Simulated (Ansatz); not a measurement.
GaH4OSb, SMILES `[GaH2][O][SbH2]`, relaxed with RKS PBE0-D4/def2-TZVP in Ansatz 0.2.0 from a GFN2-xTB geometry. The force threshold is 0.005 eV/Å; the program also tests the step.

The species carries charge 0 and has multiplicity 1. Sb takes the def2 core potential.

Start:

```xyz
7

Ga    0.946    0.475    1.284
O     0.257    0.151   -0.229
Sb   -0.560   -0.281   -1.981
H     0.066    1.201    2.328
H     2.407    0.027    1.520
H    -1.025   -1.833   -1.453
H    -2.091    0.260   -1.468
```

| step | energy (eV) | largest force (eV/Å) | largest move (Å) |
| --- | --- | --- | --- |
| 1 | -61019.7546 | 2.717 | 0.000 |
| 2 | -61019.8054 | 1.189 | 0.183 |
| 3 | -61019.8858 | 0.317 | 0.104 |
| 4 | -61019.8895 | 0.099 | 0.013 |
| 5 | -61019.8966 | 0.072 | 0.100 |
| 6 | -61019.9219 | 0.296 | 0.200 |
| 7 | -61019.9555 | 0.418 | 0.200 |
| 8 | -61019.9738 | 0.629 | 0.193 |
| 9 | -61020.0124 | 0.079 | 0.134 |
| 10 | -61020.0165 | 0.033 | 0.066 |
| 11 (rejected) | -61020.0152 | 0.156 | 0.195 |
| 13 | -61020.0212 | 0.006 | 0.059 |
| 15 (rejected) | -61020.0216 | 0.113 | 0.171 |
| 17 | -61020.0221 | 0.008 | 0.026 |
| 19 | -61020.0224 | 0.030 | 0.048 |
| 21 | -61020.0228 | 0.030 | 0.022 |
| 23 | -61020.0230 | 0.012 | 0.013 |
| 25 | -61020.0230 | 0.008 | 0.029 |
| 27 (rejected) | -61020.0230 | 0.013 | 0.018 |
| 29 (rejected) | -61020.0231 | 0.012 | 0.011 |
| 30 | -61020.0231 | 0.002 | 0.003 |

End:

```xyz
7

Ga    0.907    0.345    1.117
O     0.872   -0.026   -0.629
Sb   -0.629   -0.212   -1.868
H    -0.470    0.643    1.799
H     2.334    0.341    1.745
H    -1.212   -1.711   -1.249
H    -1.802    0.620   -0.915
```

It took 120 s on 2 threads of an Intel Xeon Platinum 8375C on a shared host, with 0.41 GiB of host memory at the peak.
